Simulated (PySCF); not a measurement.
SMILES c1[c](ccc(c1)N)[GeH3], singlet (GFN2-xTB optimised geometry):

```
17

N     -1.771    -2.678     0.073
C     -1.067    -1.495     0.000
C     -1.735    -0.269    -0.006
C     -1.024     0.912    -0.006
C      0.367     0.918    -0.003
Ge     1.350     2.597     0.008
C      1.026    -0.306     0.000
C      0.329    -1.495     0.000
H     -1.280    -3.514    -0.198
H     -2.738    -2.645    -0.201
H     -2.816    -0.256    -0.009
H     -1.557     1.854    -0.013
H      1.163     3.357     1.285
H      0.901     3.514    -1.087
H      2.816     2.355    -0.162
H      2.109    -0.324    -0.002
H      0.857    -2.439     0.001
```

Level of theory: CAM-B3LYP/def2-SVP run with PySCF 2.14.0.

Problem. What are the frontier orbital energies and the dipole moment?

Solution. HOMO-2 -9.92 eV, HOMO-1 -8.46 eV, HOMO -7.03 eV, LUMO 1.16 eV, LUMO+1 1.38 eV; dipole moment 2.84 D.

Meta-Löwdin charges at CAM-B3LYP/def2-SVP: N1 -0.40, C2 0.14, C3 -0.16, C4 -0.08, C5 -0.21, Ge6 0.37, C7 -0.08, C8 -0.16, H9 0.22, H10 0.22, H11 0.09, H12 0.10, H13 -0.08, H14 -0.08, H15 -0.08, H16 0.10, H17 0.09.
